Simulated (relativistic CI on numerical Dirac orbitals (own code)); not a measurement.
Hyperfine structure of Mn9+, mass number 55

Method of calculation: Dirac-Coulomb-Breit CI, separate exchange-only KLI orbitals for each configuration, a model potential for QED, unscaled Slater integrals (own radial code, finite nucleus).

CI space (outside the closed core [Ne]): 3s2 3p4, 3s 3p5, 3p6, 3s2 3p3 3d, 3s 3p4 3d, 3p5 3d, 3s 3p3 3d2, 3s2 3p3 4s, 3s2 3p3 4p, 3s2 3p2 3d 4p, 3p5 4s, 3p5 4p, 3s2 3p3 4d, 3s2 3p2 3d2, 3s2 3p 3d3, 3s 3p2 3d3, 3s2 3p 3d2 4s, 3s2 3p 3d2 4p, 3s2 3p 3d2 4d, 3s2 3p2 3d 4s, 3s 3p2 3d2 4s, 3s2 3p 3d 4s2, 3s2 3p 3d 4s 4p, 3s2 3p 3d 4s 4d. Double excitations out of closed p, d and f shells are left out; levels of such configurations are missing from the list, as are those of other unlisted configurations, and high levels can miss mixing partners.

Nuclear spin I = 5/2, μ = 3.4669 μN, Q = 0.33 b (tables of Stone and Pyykkö). The electronic factors are computed for point nuclear moments, without core polarisation or the Bohr-Weisskopf and QED corrections.

```csv
Level,E (eV),A (MHz),B (MHz)
3s2 3p4 3P_2,0.0000,5091,1920
3s2 3p4 3P_1,1.2270,-50.13,-1030
3s2 3p4 1D_2,4.4745,9656,-4000
3s 3p5 3P°_2,31.9293,21520,-1880
3s 3p5 3P°_1,32.8975,22240,952
3s 3p5 1P°_1,41.6211,11310,-1550
3s2 3p3 3d 5D°_1,44.4089,1016,-132
3s2 3p3 3d 5D°_2,44.4319,1098,-74
```

Levels with J = 0, under 50 % of one LS term, or S terms without an open s electron are left out. Small factors come from cancelling terms and can be off by tens of per cent or more.

At this charge energies of transitions that change n are usually good to better than 1 %, and those within a shell (Δn = 0) to a few per cent.

Q: Give the hyperfine levels of 3s2 3p4 3P_2 relative to its centre of gravity.

A: With K = F(F + 1) − I(I + 1) − J(J + 1), E = AK/2 + B[¾K(K + 1) − I(I + 1)J(J + 1)]/[2I(2I − 1)J(2J − 1)]: F = 1/2: -34300, F = 3/2: -27520, F = 5/2: -15750, F = 7/2: 1730, F = 9/2: 25940 MHz.

LS names give the leading component of a level, which can be under half, so a name can repeat, a term be missing and a line seem to break the LS rules.
